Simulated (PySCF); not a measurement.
Atoms are numbered as in `[CH:1]#[C:2][c:3]1[cH:4][cH:5][c:6]2[nH:7][n:8][n:9][c:10]2[c:11]1[SiH3:12]` (H(Xn): hydrogen on atom n).

Computed data (PySCF 2.14): shielding tensors at PBE0/pcSseg-1 (GIAO), GFN2-xTB geometry. In vacuum, a single conformation, rapidly exchanging positions averaged, non-relativistic Hamiltonian.

Chemical shifts δ = σref − σ; 13C (σref 186.93) against TMS, all at this level.

Problem. Do the 13C shifts follow the atomic charges (in e)? Tabulate both.

Solution. 
```json
{"atoms": "C10", "hybridisation": "sp2", "δ (ppm)": "153.6", "σ para (ppm)": "-213", "Hirshfeld": "+0.01", "IAO": "+0.05", "Mulliken": "+0.06", "ESP-fitted": "+0.80"}
{"atoms": "C6", "hybridisation": "sp2", "δ (ppm)": "138.1", "σ para (ppm)": "-209", "Hirshfeld": "+0.03", "IAO": "+0.05", "Mulliken": "+0.27", "ESP-fitted": "-0.18"}
{"atoms": "C4", "hybridisation": "sp2", "δ (ppm)": "137.7", "σ para (ppm)": "-200", "Hirshfeld": "-0.04", "IAO": "-0.13", "Mulliken": "+0.03", "ESP-fitted": "-0.30"}
{"atoms": "C11", "hybridisation": "sp2", "δ (ppm)": "135.8", "σ para (ppm)": "-202", "Hirshfeld": "-0.08", "IAO": "-0.26", "Mulliken": "-0.24", "ESP-fitted": "-0.66"}
{"atoms": "C3", "hybridisation": "sp2", "δ (ppm)": "128.7", "σ para (ppm)": "-198", "Hirshfeld": "+0.00", "IAO": "-0.02", "Mulliken": "-0.29", "ESP-fitted": "+0.35"}
{"atoms": "C5", "hybridisation": "sp2", "δ (ppm)": "113.9", "σ para (ppm)": "-182", "Hirshfeld": "-0.06", "IAO": "-0.18", "Mulliken": "+0.00", "ESP-fitted": "-0.24"}
{"atoms": "C1", "hybridisation": "sp", "δ (ppm)": "91.1", "σ para (ppm)": "-165", "Hirshfeld": "-0.10", "IAO": "-0.23", "Mulliken": "-0.36", "ESP-fitted": "-0.42"}
{"atoms": "C2", "hybridisation": "sp", "δ (ppm)": "88.9", "σ para (ppm)": "-150", "Hirshfeld": "-0.04", "IAO": "-0.03", "Mulliken": "+0.41", "ESP-fitted": "-0.03"}
```

Correlation coefficients of δ with charge over these carbons: Hirshfeld +0.58, IAO +0.37, Mulliken -0.02, ESP-fitted +0.37; with the paramagnetic shielding -0.98. Among the 6 sp2 carbons alone: Hirshfeld +0.45, IAO +0.51, Mulliken +0.25, ESP-fitted +0.46. With so few points, grouped by hybridisation, these coefficients are fragile. Charge is one influence among several: hybridisation and low-lying excitations act through the paramagnetic term.

Shifts are as computed. Against solution values, carbons near 30 ppm lie about +3 ppm off and those near 130 ppm about +5 ppm. Of 1211 compounds with measured shifts, 218 miss one by over three times the rms of a fit or turn the order of signals round; such compounds aren't used in these exercises.
